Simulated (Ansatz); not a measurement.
`O[SiH](F)O[SiH2]F` + `[NH2][GeH3]` → `O[SiH](F)[NH][GeH3]` + `O[SiH2]F`  (ligand exchange at the Si–O bond)

Program: Ansatz. Geometries: PBE0-D4/def2-TZVP. ΔE: electronic, gas phase. CCSD(T)/CBS adds triple-zeta CCSD(T) − MP2 to the extrapolated MP2 energy (def2 sets, frozen cores). Functionals use def2-TZVPP. For Ge outer-core shells are correlated without core-valence functions, which leaves a few kJ/mol of doubt a bond. Scalar relativity is left out up to krypton. One conformer a species, not always the lowest.

`O[SiH](F)O[SiH2]F`:

Cartesian coordinates in Å:
```
O 2.112 -1.362 -0.337
Si 0.625 -0.898 -0.776
F 0.686 0.022 -2.073
O -0.077 -0.017 0.391
Si -1.192 1.053 0.882
F -2.637 0.540 0.452
H 2.752 -0.713 -0.041
H -0.143 -2.107 -1.084
H -0.971 2.361 0.231
H -1.154 1.122 2.356
```

`[NH2][GeH3]`:

Cartesian coordinates in Å:
```
N 0.859 -0.364 0.692
Ge -0.472 0.377 -0.344
H 0.522 -1.043 1.361
H 1.598 -0.796 0.153
H 0.200 1.412 -1.259
H -1.244 -0.637 -1.221
H -1.463 1.052 0.618
```

`O[SiH](F)[NH][GeH3]`:

Z-matrix (Å, degrees):
```
Si
F 1 1.597
N 1 1.698 2 106.8
O 1 1.631 2 112.3 3 120.6
H 1 1.473 2 106.5 3 -125.2
Ge 3 1.845 1 127.1 2 155.9
H 3 1.009 1 117.9 2 -32.2
H 4 0.959 1 118.1 2 -65.4
H 6 1.539 3 109.8 1 -70.6
H 6 1.537 3 110.1 1 49.7
H 6 1.535 3 106.5 1 170.0
```

`O[SiH2]F`:

```xyz
6

O    -1.178   -0.397   -0.275
Si    0.249    0.259    0.162
F     1.156    0.555   -1.118
H    -1.197   -1.300   -0.595
H    -0.066    1.545    0.810
H     1.036   -0.662    1.015
```

CCSD(T)/CBS gives +49.5 kJ/mol.

(1) Another level gave +63.6 kJ/mol. Which?
A. revPBE-D4/def2-TZVPP
B. HF/def2-TZVPP
C. BHLYP-D4/def2-TZVPP
D. CCSD(T)/def2-TZVPP

(2) What do rigid-rotor, harmonic-oscillator terms from PBE0-D4/def2-TZVP frequencies (298.15 K, 1 bar) make of the CCSD(T)/CBS value? (Best estimate.)

Largest T1 diagnostic among the species: 0.012.

Results:

(1) B. HF/def2-TZVPP 63.6, CCSD(T)/def2-TZVPP 49.0, BHLYP-D4 55.1, revPBE-D4 42.9 kJ/mol.

(2) Ansatz gave: ΔZPE = -1.4 kJ/mol, ΔH = +47.8 kJ/mol, ΔS = -7 J/(mol·K), ΔG = +50.0 kJ/mol. Modes under 50 cm⁻¹ make the entropy rough.

At CCSD(T), def2-SVP lies −4.0 kJ/mol from the extrapolated value and def2-TZVPP −0.4 kJ/mol. Leaving LDA and LC-ωPBE aside and taking each functional with its dispersion term where it has one, the values spread over 12.2 kJ/mol, from revPBE-D4 to BHLYP-D4. LDA lies −3.9 kJ/mol from PBE without D4. From BLYP to BHLYP (50 % exact exchange), in def2-TZVPP and without D4, ΔE moves by +4.0 kJ/mol.
